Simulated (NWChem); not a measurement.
Species: GaSiH5; SMILES [SiH3][GaH2]

```xyz
7

Ga     0.0081     0.8682    -0.0038
H     -1.3597     1.6696     0.0149
H      1.3534     1.7060     0.0194
Si     0.0136    -1.5649    -0.0253
H     -0.2737    -2.0658     1.3516
H      1.3205    -2.1407    -0.4491
H     -1.0434    -2.1098    -0.9242
```
Atoms are numbered in this order, from 1.

All runs: NWChem. Pople sets run with spherical d functions. All runs use the structure optimised with B3LYP/6-31G* (spherical d). GIAO values for the isolated, static molecule; σ is the absolute isotropic shielding, δ = σ(reference) − σ with the isolated reference molecule computed at the same levels (1H: tetramethylsilane, 29Si: tetramethylsilane).

### Question
Estimate the computed values for B3LYP/6-31G*. Quantities: σ Ga1 (ppm); δ H2 (ppm); δ H3 (ppm); δ Si4 (ppm); δ H5 (rotor mean) (ppm).

### Answer
The σ Ga1 (ppm) comes out as 1280.1, the δ H2 (ppm) is 7.96 and the δ H3 (ppm) is 8.00. The δ Si4 (ppm) is -82.6 and the δ H5 (rotor mean) (ppm) comes out as 3.59.
